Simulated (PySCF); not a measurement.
# SbP: frontier orbitals

r²SCAN0 at R = 2.187 Å; Sb x2c-TZVPPall, P x2c-TZVPPall; spin-free X2C with a Gaussian nucleus (PySCF 2.14). State: ¹Σ⁺ (singlet), closed shell. Only the outer orbitals are listed, counted within each symmetry.

```tsv
orbital	occ.	ε (eV)	on Sb (%)	main shells (%)
13σ	2	-17.90	40	55 P s, 36 Sb s
14σ	2	-12.93	57	51 Sb s, 37 P s
15σ	2	-7.70	45	51 P p, 38 Sb p
7π	2	-7.34	48	51 P p, 46 Sb p
7π	2	-7.34	48	51 P p, 46 Sb p
8π	0	-2.71	55	52 Sb p, 44 P p
8π	0	-2.71	55	52 Sb p, 44 P p
16σ	0	1.29	69	67 Sb p, 40 P p
```

Q: Which are the highest filled and the lowest empty level, where do they sit, and how wide is the gap?

A: Highest filled 7π at -7.34 eV (in %: 51 P p, 46 Sb p); lowest empty 8π at -2.71 eV (in %: 52 Sb p, 44 P p); the gap at r²SCAN0 is 4.63 eV.

| Quantity | Value |
| --- | --- |
| bond order (Mayer) | 2.94 |
| ⟨S²⟩ | 0.000 |
| charge on Sb (Mulliken, basis-dependent) | 0.28 |
| charge on Sb (Löwdin, basis-dependent) | 0.19 |
| dipole moment (positive dipole means Sb(−)P(+)) | -1.50 D |

Spin–orbit coupling is left out.
